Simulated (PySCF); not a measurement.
A side-by-side comparison of computed properties.

First species: C₇H₁₃N₃.
Numbering: `[CH3:1][c:2]1[cH:3][n:4][n:5][n:6]1[CH2:7][CH:8]([CH3:9])[CH3:10]` (hydrogens: H11, H12, H13 on C1; H14 on C3; H15, H16 on C7; H17 on C8; H18, H19, H20 on C9; H21, H22, H23 on C10)

Second species: C4H11F3N2Si.
SMILES: `CC(C)(N[SiH2]N)C(F)(F)F`

Levels: PBE0/pcSseg-1 for dipole moment, HOMO energy, LUMO energy and HOMO–LUMO gap; GFN2-xTB for rotational constant A and rotational constant C. Geometries: GFN2-xTB. Each species is one conformer at its optimised geometry, gas phase, non-relativistic unless stated; the electronic structure was computed with PySCF and density fitting.

Dipoles, sizes and rotational constants follow the conformer. The torsions of the flexible species, by atom-mapped SMILES:
- `[CH3:1][c:2]1[cH:3][n:4][n:5][n:6]1[CH2:7][CH:8]([CH3:9])[CH3:10]`: N5–N6–C7–C8 91°, N6–C7–C8–C9 -67°
- `[CH3:1][C:2]([CH3:3])([NH:4][SiH2:5][NH2:6])[C:7]([F:8])([F:9])[F:10]`: C1–C2–N4–Si5 151°, C2–N4–Si5–N6 -73°, C1–C2–C7–F8 62°, H–N6–Si5–N4 175°, H–N6–Si5–N4 -49°

Q: Which has the higher dipole moment?

A: The first: 5.06 D against 2.88 D, a difference of 2.18 D.

Q: Which has the higher HOMO energy?

A: The first: -7.16 eV against -7.29 eV, a difference of 0.13 eV.

Q: Which of the two has the higher HOMO–LUMO gap, and by how much?

A: The second: 8.37 eV against 7.36 eV, a difference of 1.01 eV.

Q: Which of the two has the higher LUMO energy, and by how much?

A: The second: 1.08 eV against 0.20 eV, a difference of 0.88 eV.

Q: Which has the higher rotational constant A?

A: The first: 2.339 GHz against 1.864 GHz, a difference of 0.475 GHz.

Q: Which of the two has the higher rotational constant C, and by how much?

A: The first: 0.758 GHz against 0.697 GHz, a difference of 0.061 GHz.

On the first: A dipole of 5.06 D is allowed in C1, and pure rotational transitions are dipole-allowed. In atomic units the dipole is 1.99 e·bohr (1 au = 2.5417 D).

On the second: The dipole equals about 9.6 × 10⁻³⁰ C·m (1 D = 3.33564 × 10⁻³⁰ C·m). A dipole of 2.88 D is allowed in C1, and pure rotational transitions are dipole-allowed.
